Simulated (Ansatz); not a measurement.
Calculated with Ansatz (gas phase, PBE0-D4/def2-TZVP geometries, no zero-point term in ΔE). CCSD(T)/CBS is the MP2 limit (def2-TZVPP, def2-QZVPP) plus CCSD(T) − MP2 in def2-TZVPP, frozen cores. DFT in def2-TZVPP. B3LYP here is the variant with VWN-RPA as its local correlation; programs differ in this. One conformer a species, not always the lowest.

Reaction (ligand exchange at the Si–O bond): `NB(Cl)O[SiH3]` + `O[Si]1(Cl)CO1` → `[SiH3]O[Si]1(Cl)CO1` + `NB(O)Cl`

```csv
level,ΔE (kJ/mol)
PBE-D4,-20.3
B3LYP-D4,-22.2
PBE,-19.7
r2SCAN,-20.9
PBE0,-20.9
CCSD/def2-TZVPP,-21.5
SCS-MP2/def2-QZVPP,-21.9
MP2/CBS(def2),-21.4
```

Task: What does CCSD(T)/CBS give? (Best estimate.)

Result: Ansatz gave: -21.3 kJ/mol. The listed levels differ from it by 1.0, -0.9, 1.6, 0.4, 0.4, -0.2, -0.6, -0.1 kJ/mol.

Largest T1 diagnostic among the species: 0.012.

In def2-TZVPP, CCSD(T) changes the Hartree–Fock value by +3.4 kJ/mol (the triples alone add +0.7 kJ/mol) and MP2 by +3.3 kJ/mol.
